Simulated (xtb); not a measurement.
xtb input (GFN1-xTB):

```bash
xtb mol.xyz --gfn 1 --sp --chrg -1 --uhf 0
```
mol.xyz:
```
8

O      0.21224005    -1.02872226     1.53997010
Si     0.07560125    -0.44014170     0.11729891
O      1.46327472    -0.56521734    -0.85048284
O     -1.07005703    -1.00950817    -0.97646833
S     -0.43385149     1.71278925     0.22246634
H      2.22266995    -0.64328512    -0.26555816
H     -0.67226330    -1.68364713    -1.53515369
H     -0.51086203     1.91187009    -1.10508550
```

End of the output:

```
         :::::::::::::::::::::::::::::::::::::::::::::::::::::
         ::                     SUMMARY                     ::
         :::::::::::::::::::::::::::::::::::::::::::::::::::::
         :: total energy             -21.737770631588 Eh    ::
         :: gradient norm              0.035843716120 Eh/a0 ::
         :: HOMO-LUMO gap              6.901753237866 eV    ::
         ::.................................................::
         :: SCC energy               -21.839010214848 Eh    ::
         :: -> electrostatic           0.288671684029 Eh    ::
         :: repulsion energy           0.104007116187 Eh    ::
         :: dispersion energy         -0.002767532927 Eh    ::
         :: halogen bond corr.         0.000000000000 Eh    ::
         :: add. restraining           0.000000000000 Eh    ::
         :: total charge              -1.000000000000 e     ::
         :::::::::::::::::::::::::::::::::::::::::::::::::::::

           -------------------------------------------------
          |                Property Printout                |
           -------------------------------------------------

    * Orbital Energies and Occupations

         #    Occupation            Energy/Eh            Energy/eV
      -------------------------------------------------------------
         1        2.0000           -0.6179525             -16.8153
       ...           ...                  ...                  ...
         4        2.0000           -0.4638060             -12.6208
         5        2.0000           -0.3931188             -10.6973
         6        2.0000           -0.3869457             -10.5293
         7        2.0000           -0.3362138              -9.1488
         8        2.0000           -0.3182516              -8.6601
         9        2.0000           -0.3103902              -8.4461
        10        2.0000           -0.3037711              -8.2660
        11        2.0000           -0.2957799              -8.0486
        12        2.0000           -0.2608577              -7.0983
        13        2.0000           -0.2417010              -6.5770
        14        2.0000           -0.2379977              -6.4762
        15        2.0000           -0.2134290              -5.8077
        16        2.0000           -0.1891869              -5.1480 (HOMO)
        17                          0.0644479               1.7537 (LUMO)
Note: The following floating-point exceptions are signalling: IEEE_DENORMAL
normal termination of xtb
        18                          0.0756529               2.0586
        19                          0.0887132               2.4140
        20                          0.1159144               3.1542
        21                          0.1486148               4.0440
        22                          0.1645778               4.4784
        23                          0.1962276               5.3396
        24                          0.2131034               5.7988
        25                          0.2534643               6.8971
        26                          0.2639569               7.1826
        27                          0.3109929               8.4625
       ...                                ...                  ...
        36                          1.6266718              44.2640
      -------------------------------------------------------------
                  HL-Gap            0.2536348 Eh            6.9018 eV
             Fermi-level           -0.0623695 Eh           -1.6972 eV

  Mulliken/CM5 charges         n(s)   n(p)   n(d)
     1O    -0.63447 -0.64004   1.691  4.944  0.000
     2Si    0.45997  0.41320   0.802  1.521  1.217
     3O    -0.60225 -0.77507   1.681  4.921  0.000
     4O    -0.58479 -0.75509   1.670  4.914  0.000
     5S    -0.31965 -0.36179   1.903  4.430 -0.013
     6H     0.30246  0.48549   0.698  0.000  0.000
     7H     0.30792  0.49226   0.692  0.000  0.000
     8H     0.07082  0.14104   0.929  0.000  0.000

Wiberg/Mayer (AO) data.
largest (>0.10) Wiberg bond orders for each atom

 ---------------------------------------------------------------------------
     #   Z sym  total        # sym  WBO       # sym  WBO       # sym  WBO
 ---------------------------------------------------------------------------
     1   8 O    2.108 --     2 Si   1.986
     2  14 Si   5.322 --     1 O    1.986     4 O    1.129     3 O    1.094
                             5 S    1.047
     3   8 O    2.065 --     2 Si   1.094     6 H    0.883
     4   8 O    2.082 --     2 Si   1.129     7 H    0.877
     5  16 S    2.100 --     2 Si   1.047     8 H    0.972
     6   1 H    0.932 --     3 O    0.883
     7   1 H    0.923 --     4 O    0.877
     8   1 H    1.009 --     5 S    0.972
 ---------------------------------------------------------------------------

Topologies differ in total number of bonds
Writing topology from bond orders to xtbtopo.mol

 dipole moment from electron density (au)
     X       Y       Z
   0.7433   0.3143  -1.7682  total (Debye):    4.940

           -------------------------------------------------
          | TOTAL ENERGY              -21.737770631588 Eh   |
          | GRADIENT NORM               0.035843716120 Eh/α |
          | HOMO-LUMO GAP               6.901753237866 eV   |
           -------------------------------------------------

------------------------------------------------------------------------
------------------------------------------------------------------------
 total:
 SCF:
```

It need not be the lowest isomer of its formula. Whether it binds its extra electron was not tested at this geometry.
